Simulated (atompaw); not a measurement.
An all-electron radial function and its pseudo partner (zirconium)

Columns: radius, all-electron u(r) and pseudo u(r) of the 4p shell (level -32.43 eV) of zirconium in the configuration [Ar] 3d10 4s2 4p6 4d2 5s2 5p0; PBEsol, scalar-relativistic, PAW (atompaw) scheme, atompaw 4.2.0.5.

```csv
r (bohr),all-electron,pseudo
0.085,0.3140,0.0114
0.169,0.0051,0.0445
0.254,-0.3712,0.0981
0.338,-0.4953,0.1681
0.423,-0.3965,0.2523
0.508,-0.1740,0.3452
0.592,0.0854,0.4409
0.677,0.3367,0.5365
0.762,0.5508,0.6262
0.846,0.7164,0.7051
0.931,0.8370,0.7718
1.015,0.9138,0.8226
1.100,0.9548,0.8574
1.185,0.9658,0.8756
1.269,0.9538,0.8779
1.354,0.9245,0.8660
1.438,0.8835,0.8419
1.523,0.8339,0.8073
1.608,0.7796,0.7645
1.692,0.7237,0.7164
1.777,0.6668,0.6641
1.862,0.6109,0.6103
1.946,0.5578,0.5577
2.031,0.5067,0.5067
2.115,0.4592,0.4592
2.200,0.4146,0.4146
```

**Question.** How many radial nodes do the two functions have?

**Answer.** The all-electron 4p function has n − l − 1 = 2; the pseudo-wave has 0, since the states of the same l below it are removed with the core.

**Question.** Is the pseudo-wave norm-conserving?

**Answer.** No, it belongs to a PAW set: the norm inside the radius is not constrained, and the difference is carried by the augmentation charge.
